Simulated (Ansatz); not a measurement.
One geometry of C2H6ClFHfIN, SMILES `C[N](C)[Hf]([F])([Cl])[I]`, several functionals.

```yaml
crystal:
  periodic: [false, false, false]
  atoms:
    - {symbol: C, position_ang: [-0.076211, -0.043698, 1.437820]}
    - {symbol: N, position_ang: [0.041272, -0.220494, 0.005002]}
    - {symbol: C, position_ang: [0.549153, -1.515219, -0.381201]}
    - {symbol: Hf, position_ang: [-0.487471, 1.330128, -1.115376]}
    - {symbol: F, position_ang: [-0.355325, 0.741806, -2.910433]}
    - {symbol: Cl, position_ang: [-2.680893, 1.935024, -0.512555]}
    - {symbol: I, position_ang: [1.278736, 3.337659, -0.557371]}
    - {symbol: H, position_ang: [-0.766178, -0.776532, 1.873937]}
    - {symbol: H, position_ang: [0.899096, -0.142059, 1.930122]}
    - {symbol: H, position_ang: [-0.463280, 0.952865, 1.683375]}
    - {symbol: H, position_ang: [1.552157, -1.683158, 0.031235]}
    - {symbol: H, position_ang: [-0.102672, -2.319229, -0.016430]}
    - {symbol: H, position_ang: [0.611627, -1.597083, -1.468114]}
basis:
  gaussian: {orbitals: def2-TZVPP}
hamiltonian: {xc: lda}
output: {orbitals: {seedname: orbitals}}
```

```sh
$ ansatz run in.yaml --threads 2 --pin off --events-out ev --progress --plain --max-ram 22528MiB --backend cuda --devices 0, --max-vram 18GiB
```

Shortened log:

```
Functional definition: SPW92
  name "SPW92"
  cite "Dirac, Proc. Camb. Phil. Soc. 26, 376 (1930) doi:10.1017/S0305004100016108"
  cite "Slater, Phys. Rev. 81, 385 (1951) doi:10.1103/PhysRev.81.385"
  cite "Perdew & Wang, Phys. Rev. B 45, 13244 (1992) doi:10.1103/PhysRevB.45.13244"
  exchange = slater_x
  correlation = pw_c
2044 factors; their error is unknown
mean field evaluation 1: about -28196.9634 eV, gradient 9.3e1 eV
mean field evaluation 2: about -28014.4326 eV, gradient 2.8e2 eV
mean field evaluation 4: about -28211.1153 eV, gradient 4.4e1 eV
mean field evaluation 8: about -28215.4697 eV, gradient 8.8e-1 eV
mean field evaluation 16: about -28215.4359 eV, gradient 1.4e-3 eV
mean field -28215.43585143 eV, -1036.8981424307 hartree, gradient 7.2e-5 eV, S^2 0.000000; 0 other end points of the search recorded, 0 dependent functions left out
reference -28215.43590005 eV, -1036.8981442176 hartree; 44, 44 occupied and 312, 312 virtual orbitals, 2044 factors
Total energy: -28215.43590005 eV, -1036.8981442176 hartree
```

Hardware: 2 threads of an AMD EPYC 7R13 on a shared host and a share of an NVIDIA H100 80 GB. Wall time 2 s, peak host memory 0.91 GiB.

The same input with `hamiltonian: {xc: {name: wB97X-V}}` (abridged; 4 s):

```
Functional definition: wB97X-V
mean field evaluation 16: about -28315.2352 eV, gradient 5.2e-4 eV
mean field -28315.23518053 eV, -1040.5657001287 hartree, gradient 6.6e-5 eV, S^2 0.000000
Total energy: -28315.23517810 eV, -1040.5657000393 hartree
```

With the line `hamiltonian: {xc: {name: B3LYP}, dispersion: d4}` and forces (abridged; 3.2 s):

```
Functional definition: B3LYP
mean field evaluation 16: about -28323.5875 eV, gradient 1.1e-3 eV
mean field -28323.58751442 eV, -1040.8726427378 hartree, gradient 4.7e-5 eV, S^2 0.000000
Total energy: -28324.18113758 eV, -1040.8944579865 hartree
Atom 0 force    -0.031152     0.061533     0.327739 eV/Å
Atom 1 force    -0.007364     0.014634    -0.020993 eV/Å
Atom 2 force     0.109319    -0.274526    -0.109168 eV/Å
Atom 3 force     0.004937     0.080457    -0.050796 eV/Å
Atom 4 force     0.020499    -0.073484    -0.240660 eV/Å
Atom 5 force    -0.242252     0.067945     0.061565 eV/Å
Atom 6 force     0.137197     0.155498     0.037333 eV/Å
Atom 7 force     0.039200     0.035069    -0.006854 eV/Å
Atom 8 force    -0.053876    -0.000043    -0.009892 eV/Å
Atom 9 force     0.029850    -0.078819    -0.009288 eV/Å
Atom 10 force    -0.044337    -0.008366    -0.022431 eV/Å
Atom 11 force     0.038243     0.024321    -0.020351 eV/Å
Atom 12 force    -0.000264    -0.004218     0.063796 eV/Å
Dipole moment:     0.156196    -0.576218     0.325164 e Å
```

The same input with `hamiltonian: {xc: {name: BHLYP}, dispersion: d4}` (abridged; 2.5 s):

```
Functional definition: BHLYP
mean field evaluation 16: about -28312.6118 eV, gradient 8.3e-4 eV
mean field -28312.61181961 eV, -1040.4692933933 hartree, gradient 6.5e-5 eV, S^2 0.000000
Total energy: -28313.14019972 eV, -1040.4887110039 hartree
```

With the line `hamiltonian: {xc: {name: wB97M-V}}` and forces (abridged; 4.1 s):

```
Functional definition: wB97M-V
mean field evaluation 16: about -28314.3765 eV, gradient 4.4e-4 eV
mean field -28314.37647200 eV, -1040.5341431722 hartree, gradient 9.0e-5 eV, S^2 0.000000
Total energy: -28314.37653110 eV, -1040.5341453443 hartree
Atom 0 force    -0.005480    -0.006858     0.334318 eV/Å
Atom 1 force    -0.082151     0.197311    -0.228236 eV/Å
Atom 2 force     0.130480    -0.335139    -0.042504 eV/Å
Atom 3 force     0.078765    -0.018112     0.030012 eV/Å
Atom 4 force    -0.000521    -0.016203    -0.031868 eV/Å
Atom 5 force    -0.109882     0.032804     0.018123 eV/Å
Atom 6 force     0.025928     0.042770     0.000939 eV/Å
Atom 7 force     0.056760     0.059979    -0.034241 eV/Å
Atom 8 force    -0.080484     0.008672    -0.038274 eV/Å
Atom 9 force     0.019552    -0.048222    -0.015945 eV/Å
Atom 10 force    -0.083046     0.012134    -0.035459 eV/Å
Atom 11 force     0.054182     0.065399    -0.031291 eV/Å
Atom 12 force    -0.004102     0.005465     0.074424 eV/Å
Dipole moment:     0.135414    -0.580876     0.305228 e Å
```

The same input with `hamiltonian: {xc: {name: CAM-B3LYP}, dispersion: d4}` (abridged; 2.8 s):

```
Functional definition: CAM-B3LYP
mean field evaluation 16: about -28316.7977 eV, gradient 6.0e-4 eV
mean field -28316.79768193 eV, -1040.6231209961 hartree, gradient 5.4e-5 eV, S^2 0.000000
Total energy: -28317.14083912 eV, -1040.6357317903 hartree
```

B3LYP takes the VWN-RPA correlation (the form of Gaussian; ORCA's B3LYP/G).
